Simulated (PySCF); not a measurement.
How methods differ on the ionisation energy of Sm(55+)

Sm(55+) [He] 2s2 2p3 (4S) → Sm(56+) [He] 2s2 2p2 (3P), as a difference of total energies. Computed with PySCF 2.14 in an even-tempered Gaussian basis (17 s from 32 bohr⁻², ratio 2.2; 10 p from 41 bohr⁻², ratio 2.2; 5 d from 160 bohr⁻², ratio 2.4; 5 f from 230 bohr⁻², ratio 2.4; 4 g from 350 bohr⁻², ratio 2.4), with no relativity, point nucleus. Correlated levels: nothing frozen; virtual orbitals above 40 to 60 times the deepest correlated orbital energy dropped. The calculations carry no spin-orbit coupling.

```
                 method  ionisation energy (eV)
                    UHF                 11285.3
                    LDA                 11278.6
                    PBE                 11280.1
                   PBE0                 11281.7
                 r2SCAN                 11285.4
                  TPSSh                 11280.5
              BHandHLYP                 11283.9
    MP2 (all electrons)                 11283.8
SCS-MP2 (all electrons)                 11283.0
```

Spin-orbit coupling is strong in these open shells (close to jj coupling). The scalar numbers leave it out and a first-order estimate fails, so it can dominate the gap to the real levels.

The gap to the reference is mostly relativistic.

For comparison: 11337 ± 5 eV (theoretical estimate listed by NIST; NIST Atomic Spectra Database, ionization energies).
